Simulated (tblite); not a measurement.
Species: C6H15BO2.
Bonds: C1–B2, B2–O3, O3–C4, O3–C5, C5–C6, C6–O7 (double), C6–C8, C8–C9. Hydrogens: H10, H11, H12 on C1; H13, H14 on B2; H15, H16, H17 on C4; H18, H19 on C5; H20, H21 on C8; H22, H23, H24 on C9.
Bond orders are those of one Lewis drawing.

Computed with GFN2-xTB (tblite), gas phase: L-BFGS steps from a force-field or distance-geometry start until the largest atomic force falls under 0.01 eV/Å.

Step 87: E = -811.7511 eV
```
atom  x, y, z in Å  |  force x, y, z in eV/Å
C1     -2.9295    0.6107    1.1991    0.051  -0.020  -0.073
B2     -2.5542    0.5528   -0.3739   -0.077   0.030  -0.024
O3     -1.1410   -0.4033   -0.4287   -0.032   0.010  -0.002
C4     -1.0472   -1.1656   -1.6206   -0.024   0.014  -0.023
C5     -0.0062    0.4034   -0.1804   -0.033   0.022   0.010
C6      1.2582   -0.3802    0.1406   -0.015  -0.179   0.018
O7      1.2878   -1.5830    0.1803   -0.014   0.107  -0.001
C8      2.4718    0.4848    0.4010    0.055  -0.042  -0.002
C9      3.6800   -0.3777    0.7407    0.125  -0.030   0.069
H10    -3.8273    1.2081    1.3539    0.062  -0.035  -0.019
H11    -2.1465    1.0497    1.8214   -0.070  -0.003  -0.007
H12    -3.1360   -0.3850    1.5928    0.024   0.086   0.004
H13    -2.2267    1.5902   -0.8749   -0.025  -0.049   0.080
H14    -3.3450   -0.0457   -1.0321    0.075   0.008   0.084
H15    -0.9606   -0.5106   -2.4906    0.046   0.022  -0.091
H16    -0.2033   -1.8540   -1.5716    0.040   0.046   0.026
H17    -1.9686   -1.7345   -1.6998   -0.038  -0.029   0.013
H18    -0.2684    1.0128    0.6884    0.012   0.018   0.004
H19     0.1890    1.0849   -1.0227   -0.031  -0.025  -0.004
H20     2.2455    1.1835    1.2099   -0.002  -0.026  -0.017
H21     2.6809    1.0774   -0.4930   -0.065   0.009  -0.005
H22     3.5170   -0.9205    1.6705   -0.023   0.042  -0.069
H23     4.5768    0.2295    0.8463   -0.063   0.002  -0.008
H24     3.8418   -1.1082   -0.0494    0.022   0.022   0.037
```

Step 88: E = -811.7546 eV
```
atom  x, y, z in Å  |  force x, y, z in eV/Å
C1     -2.9254    0.6171    1.2029    0.025  -0.022  -0.040
B2     -2.5573    0.5417   -0.3682   -0.038   0.042  -0.036
O3     -1.1425   -0.4050   -0.4344    0.002  -0.009  -0.030
C4     -1.0460   -1.1584   -1.6311   -0.006  -0.032  -0.058
C5     -0.0070    0.3997   -0.1835   -0.028   0.016   0.029
C6      1.2548   -0.3851    0.1431    0.007  -0.200   0.021
O7      1.2794   -1.5874    0.1980   -0.001   0.109  -0.014
C8      2.4688    0.4819    0.3985    0.068  -0.071  -0.009
C9      3.6812   -0.3755    0.7402    0.116  -0.033   0.082
H10    -3.8214    1.2190    1.3476    0.031  -0.046  -0.010
H11    -2.1474    1.0645    1.8232   -0.008   0.020  -0.008
H12    -3.1306   -0.3715    1.6112   -0.005   0.047   0.014
H13    -2.2340    1.5765   -0.8716   -0.030   0.000   0.026
H14    -3.3495   -0.0639   -1.0166    0.061   0.009   0.074
H15    -0.9546   -0.5037   -2.5020    0.031   0.039  -0.041
H16    -0.2023   -1.8476   -1.5838    0.050   0.045   0.036
H17    -1.9646   -1.7305   -1.7185   -0.053  -0.017   0.022
H18    -0.2654    1.0013    0.6907   -0.021   0.057   0.017
H19     0.1917    1.0859   -1.0210   -0.048  -0.031  -0.003
H20     2.2362    1.1829    1.2042    0.031  -0.037  -0.019
H21     2.6771    1.0702   -0.4974   -0.066   0.031  -0.023
H22     3.5133   -0.9256    1.6634   -0.042   0.005  -0.032
H23     4.5743    0.2333    0.8651   -0.070   0.032  -0.036
H24     3.8594   -1.0999   -0.0528   -0.005   0.047   0.041
```

Step 89: E = -811.7570 eV
```
atom  x, y, z in Å  |  force x, y, z in eV/Å
C1     -2.9030    0.6403    1.2117    0.039  -0.054  -0.026
B2     -2.5660    0.5134   -0.3668   -0.024   0.052  -0.010
O3     -1.1444   -0.4218   -0.4434    0.019  -0.016  -0.087
C4     -1.0409   -1.1495   -1.6580   -0.009  -0.005  -0.062
C5     -0.0151    0.3886   -0.1762   -0.017   0.015   0.033
C6      1.2518   -0.3934    0.1417    0.004  -0.081   0.014
O7      1.2793   -1.5944    0.1918    0.013   0.002  -0.018
C8      2.4631    0.4784    0.4023    0.033  -0.060  -0.012
C9      3.6784   -0.3738    0.7490    0.070  -0.031   0.048
H10    -3.7951    1.2494    1.3481    0.006  -0.047  -0.014
H11    -2.1187    1.1112    1.8095   -0.027  -0.012  -0.058
H12    -3.1059   -0.3332    1.6616    0.020   0.107  -0.039
H13    -2.2585    1.5348   -0.9119   -0.062  -0.037   0.055
H14    -3.3696   -0.1215   -0.9762    0.101   0.045   0.099
H15    -0.9443   -0.4749   -2.5164    0.019  -0.008   0.036
H16    -0.1964   -1.8399   -1.6205    0.034   0.071   0.039
H17    -1.9590   -1.7222   -1.7640   -0.013   0.022   0.032
H18    -0.2792    0.9686    0.7122   -0.023   0.050  -0.018
H19     0.1813    1.0946   -0.9991   -0.072  -0.062   0.025
H20     2.2197    1.1801    1.2048    0.053  -0.053  -0.021
H21     2.6733    1.0677   -0.4931   -0.069   0.020  -0.015
H22     3.5032   -0.9371    1.6625   -0.040   0.002  -0.027
H23     4.5654    0.2391    0.8911   -0.059   0.044  -0.032
H24     3.8689   -1.0849   -0.0534    0.003   0.037   0.057
```

Step 90: E = -811.7596 eV
```
atom  x, y, z in Å  |  force x, y, z in eV/Å
C1     -2.9061    0.6365    1.2087    0.019   0.008   0.014
B2     -2.5685    0.5154   -0.3653    0.035   0.028  -0.002
O3     -1.1441   -0.4170   -0.4455    0.012  -0.024  -0.061
C4     -1.0439   -1.1470   -1.6586    0.019  -0.004  -0.051
C5     -0.0127    0.3905   -0.1777    0.003  -0.029   0.024
C6      1.2519   -0.3968    0.1460    0.003   0.016   0.001
O7      1.2731   -1.5962    0.2043    0.020  -0.081  -0.013
C8      2.4668    0.4734    0.4006   -0.012  -0.026  -0.021
C9      3.6849   -0.3739    0.7500   -0.016  -0.005  -0.001
H10    -3.7981    1.2445    1.3439   -0.030  -0.019  -0.012
H11    -2.1267    1.1068    1.8104    0.026   0.015  -0.037
H12    -3.1108   -0.3333    1.6580    0.006   0.003  -0.008
H13    -2.2630    1.5363   -0.9041   -0.044   0.029   0.010
H14    -3.3661   -0.1203   -0.9734    0.037   0.007   0.043
H15    -0.9447   -0.4744   -2.5190    0.006  -0.018   0.047
H16    -0.1989   -1.8369   -1.6177    0.019   0.060   0.022
H17    -1.9639   -1.7184   -1.7611    0.013   0.031   0.025
H18    -0.2742    0.9741    0.7083   -0.038   0.056  -0.007
H19     0.1872    1.0912   -1.0031   -0.060  -0.040   0.009
H20     2.2224    1.1781    1.2001    0.059  -0.051  -0.008
H21     2.6714    1.0624   -0.4970   -0.054   0.000  -0.004
H22     3.5073   -0.9397    1.6598   -0.033  -0.016   0.011
H23     4.5657    0.2442    0.8937   -0.009   0.064  -0.012
H24     3.8793   -1.0800   -0.0540    0.020  -0.003   0.029
```

Task: Estimate the geometry and energy of step 91. (The exact step hangs on the optimiser's Hessian estimate; all steps are aligned on step 90, rigid shifts and turns removed.)

Result: E = -811.7611 eV, largest force 0.069 eV/Å
```
atom  x, y, z in Å  |  force x, y, z in eV/Å
C1     -2.8979    0.6426    1.2095    0.004   0.022   0.011
B2     -2.5691    0.5066   -0.3654    0.040   0.016   0.024
O3     -1.1441   -0.4211   -0.4486   -0.003  -0.022  -0.023
C4     -1.0431   -1.1437   -1.6664    0.024   0.012  -0.017
C5     -0.0148    0.3879   -0.1738    0.000  -0.048   0.014
C6      1.2508   -0.3999    0.1464    0.001   0.013  -0.003
O7      1.2730   -1.5997    0.2006    0.018  -0.065  -0.013
C8      2.4651    0.4708    0.4016   -0.033  -0.015  -0.018
C9      3.6840   -0.3737    0.7536   -0.043   0.015  -0.032
H10    -3.7892    1.2519    1.3421   -0.036  -0.012  -0.014
H11    -2.1174    1.1197    1.8036    0.034   0.015  -0.032
H12    -3.1029   -0.3216    1.6704    0.015  -0.010  -0.009
H13    -2.2719    1.5224   -0.9164   -0.041   0.045   0.004
H14    -3.3686   -0.1390   -0.9586    0.022   0.001   0.025
H15    -0.9421   -0.4637   -2.5201    0.003  -0.022   0.024
H16    -0.1973   -1.8324   -1.6268    0.018   0.046   0.011
H17    -1.9641   -1.7136   -1.7726    0.036   0.038   0.020
H18    -0.2782    0.9682    0.7147   -0.037   0.034  -0.024
H19     0.1832    1.0917   -0.9963   -0.048  -0.027   0.004
H20     2.2192    1.1760    1.1992    0.050  -0.038   0.015
H21     2.6676    1.0607   -0.4959   -0.042  -0.008  -0.009
H22     3.5032   -0.9442    1.6592   -0.025  -0.017   0.027
H23     4.5615    0.2475    0.9006    0.006   0.062   0.004
H24     3.8813   -1.0739   -0.0534    0.038  -0.035   0.011
```

The energy changes by -0.0016 eV. The first-order estimate −F·Δx gives -0.0020 eV and the mean of the old and new forces, exact on a quadratic surface, -0.0016 eV. The step makes an angle of 81° with the force vector and moves no atom by more than 0.024 Å.

The cost below is that of the whole relaxation. Time: 2.2 s. Hardware: one thread, Arm Neoverse N1 (aarch64), no GPU, on a shared host.
